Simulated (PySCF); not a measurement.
**How methods differ on the ionisation energy of Nb**

Nb [Kr] 4d4 5s1 (6D) → Nb⁺ [Kr] 4d4 (5D), as a difference of total energies. Computed with PySCF 2.14 in aug-cc-pVDZ-PP with ECP28MDF, with a scalar-relativistic core potential. Correlated levels: valence: 4s2 4p6 frozen. The calculations carry no spin-orbit coupling.

| method | ionisation energy (eV) |
| --- | --- |
| UHF | 5.998 |
| PBE | 7.191 |
| PBE0 | 6.928 |
| BHandHLYP | 6.507 |
| r2SCANh | 7.152 |
| BLYP | 7.014 |
| MP2 (valence) | 6.434 |
| SCS-MP2 (valence) | 6.143 |

Errors of the correlated levels include the incompleteness of this basis and the frozen core.

Question: Which method comes closest to the reference value, and which is furthest?

Answer: The reference is 6.776 eV (measured; NIST levels, between the centres of gravity of the two terms). Closest: PBE0 (error 0.152 eV); furthest: UHF (error -0.778 eV).
